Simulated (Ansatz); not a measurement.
A run on `C#[C][Ti]([F])([C]#C)[C]#C` with other settings.

```yaml
crystal:
  periodic: [false, false, false]
  atoms:
    - {symbol: C, position_ang: [-0.697473, 0.292344, 2.942240]}
    - {symbol: C, position_ang: [-0.700297, 0.217701, 1.728965]}
    - {symbol: Ti, position_ang: [-0.697353, 0.093461, -0.275582]}
    - {symbol: F, position_ang: [-2.299283, 0.318622, -0.905601]}
    - {symbol: C, position_ang: [0.548846, 1.496916, -0.990498]}
    - {symbol: C, position_ang: [1.305661, 2.345579, -1.420181]}
    - {symbol: C, position_ang: [0.020307, -1.709617, -0.792990]}
    - {symbol: C, position_ang: [0.457250, -2.800562, -1.103705]}
    - {symbol: H, position_ang: [-0.690594, 0.357166, 4.007580]}
    - {symbol: H, position_ang: [1.973526, 3.088948, -1.795095]}
    - {symbol: H, position_ang: [0.844709, -3.757557, -1.374332]}
basis:
  gaussian: {orbitals: 6-31G}
magnetization: {spin_polarized: true, initial_magnetization: 2}
hamiltonian: {xc: {name: wPBEh}}
output: {forces: true}
```

```sh
$ ansatz run in.yaml --threads 4 --pin off --events-out ev --progress --plain --max-ram 11315MiB
```

Shortened log:

```
Functional definition: wPBEh
1337 factors; integrals over basis functions are off by at most 2.9e-4 eV
126 factors; integrals over basis functions are off by at most 1.5e-6 eV
mean field evaluation 1: about -32067.6236 eV, gradient 4.4e1 eV
mean field evaluation 2: about -31990.7945 eV, gradient 1.7e2 eV
mean field evaluation 4: about -32073.9237 eV, gradient 2.7e1 eV
mean field evaluation 8: about -32077.5726 eV, gradient 1.6e0 eV
mean field evaluation 16: about -32077.8700 eV, gradient 3.0e-2 eV
mean field evaluation 32: about -32077.8708 eV, gradient 7.2e-3 eV
mean field evaluation 64: about -32077.8706 eV, gradient 1.4e-2 eV
mean field evaluation 128: about -32077.8682 eV, gradient 1.5e-1 eV
mean field -32077.87087024 eV, -1178.8400113195 hartree, gradient 1.7e-8 eV, S^2 2.015240; 10 other end points of the search recorded, 0 dependent functions left out
reference -32077.87094254 eV, -1178.8400139764 hartree; 36, 34 occupied and 62, 64 virtual orbitals, 1337 factors
Total energy: -32077.87094254 eV, -1178.8400139764 hartree
Atom 0 at    -0.697473     0.292344     2.942240 Å, force     0.037115     0.266724     4.411201 eV/Å
Atom 1 at    -0.700297     0.217701     1.728965 Å, force     0.049284    -0.216131    -3.388828 eV/Å
Atom 2 at    -0.697353     0.093461    -0.275582 Å, force     0.220167    -0.073918    -0.551805 eV/Å
Atom 3 at    -2.299283     0.318622    -0.905601 Å, force    -1.676785     0.253601    -0.386329 eV/Å
Atom 4 at     0.548846     1.496916    -0.990498 Å, force    -1.063575    -1.286505     1.061834 eV/Å
Atom 5 at     1.305661     2.345579    -1.420181 Å, force     1.931781     2.154147    -1.128235 eV/Å
Atom 6 at     0.020307    -1.709617    -0.792990 Å, force    -0.571887     1.672060     0.877690 eV/Å
Atom 7 at     0.457250    -2.800562    -1.103705 Å, force     1.116593    -2.772367    -0.824123 eV/Å
Atom 8 at    -0.690594     0.357166     4.007580 Å, force     0.000377    -0.001207    -0.015959 eV/Å
Atom 9 at     1.973526     3.088948    -1.795095 Å, force    -0.022728    -0.005741    -0.027319 eV/Å
Atom 10 at     0.844709    -3.757557    -1.374332 Å, force    -0.020342     0.009338    -0.028127 eV/Å
Dipole moment:     0.555080    -0.068878     0.355513 e Å
```

Run time 69 s (4 threads of an Arm Neoverse V1 on a shared host); peak host memory 0.61 GiB.
